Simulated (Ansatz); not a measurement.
Calculated with Ansatz (gas phase, PBE0-D4/def2-TZVP geometries, no zero-point term in ΔE). CCSD(T)/CBS adds triple-zeta CCSD(T) − MP2 to the extrapolated MP2 energy (def2 sets, frozen cores). This one scheme is used for every species. Functionals use def2-TZVPP. HSE06 is defined as in plane-wave codes. For Br outer-core shells are correlated without core-valence functions, which leaves a few kJ/mol of doubt a bond. Scalar relativity is left out up to krypton. Each species was taken in one conformer, which may not be the lowest.

Consider the ligand exchange at the Si–Br bond: `N[Si](F)(Cl)Br` + NH₃ → `N[Si](N)(F)Cl` + HBr.

Q: Is it downhill or uphill in electronic energy at CCSD(T)/CBS, and by how much? (An estimate is asked.)

A: The calculation gave: Uphill: ΔE = +0.17 eV.

Q: What do these levels give: LDA (SPW92), revPBE-D4, BLYP-D4, r2SCAN-D4, CAM-B3LYP-D4, B2PLYP, PBE-QIDH, PBE, HSE06, BHLYP, CAM-B3LYP, MP2/CBS(def2)? (Best estimate.)

A: The calculation gave: LDA (SPW92) 0.10, revPBE-D4 0.20, BLYP-D4 0.15, r2SCAN-D4 0.16, CAM-B3LYP-D4 0.08, B2PLYP 0.12, PBE-QIDH 0.16, PBE 0.19, HSE06 0.17, BHLYP 0.08, CAM-B3LYP 0.06, MP2/CBS(def2) 0.23 eV.

Q: What do rigid-rotor, harmonic-oscillator terms from PBE0-D4/def2-TZVP frequencies (298.15 K, 1 bar) make of the CCSD(T)/CBS value? (Best estimate.)

A: The calculation gave: ΔZPE = -0.07 eV, ΔH = +0.09 eV, ΔS = -14 J/(mol·K), ΔG = +0.13 eV.

Largest T1 diagnostic among the species: 0.010.

From BLYP to BHLYP (50 % exact exchange), in def2-TZVPP and without D4, ΔE moves by −0.04 eV. Leaving LDA and LC-ωPBE aside and taking each functional with its dispersion term where it has one, the values, not all of them listed here, spread over 0.13 eV, from CAM-B3LYP-D4 to PBE-D4. LDA lies −0.09 eV from PBE without D4.
